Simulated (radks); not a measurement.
Yb+, configuration [Xe] 4f11 5d1 6s2 6p1 (not the ground configuration).

Calculated with a radial shooting solver on a logarithmic mesh with Libxc functionals: non-relativistic Kohn-Sham, PBE, spin-unpolarised, spherical densities, point nucleus; relativity is left out, which matters for an element this heavy.

Energy parts (Ry):
total: -26785.8588
kinetic: 26778.5677
electron-nucleus: -63598.5708
Hartree: 10589.5254
exchange-correlation: -555.3811

Orbitals (lengths in bohr, moments of r in powers of bohr; <r^-3> diverges for s and p1/2; r(90%) holds 90 % of the orbital's charge):
orbital  occ.  eigenvalue (Ry)  r(90%)      <r^4>  <r^-3>
1s          2        -4174.398  0.0385  9.900e-07       -
2s          2        -679.4945   0.141  0.0001636       -
2p          6        -649.6137   0.125  0.0001035   11900
3s          2        -154.3807   0.342   0.005842       -
3p          6        -140.7471   0.334   0.005262    2500
3d         10        -115.3393   0.306   0.003656   435.8
4s          2        -31.79862   0.751     0.1389       -
4p          6        -26.23886   0.774     0.1553   564.0
4d         10        -16.19018   0.831     0.2051   84.42
5s          2         -5.22898    1.78      4.347       -
5p          6         -3.62384    1.98      6.740   83.67
4f         11         -3.38220    1.08     0.6483   15.11
5d          1         -1.24910    2.89      29.86   6.967
6s          2         -0.93850    4.55      185.5       -
6p          1         -0.61910    5.48      385.9   9.544

The highest occupied level is 6p at -8.423 eV. Summed over all electrons, <r^2> = 71.80 bohr^2, which gives a Langevin (diamagnetic) susceptibility term of -56.9 x 10^-6 cm^3/mol. The electron density at the nucleus is 2.451e+05 e/bohr^3. Virial ratio -V/T = 2.00027.
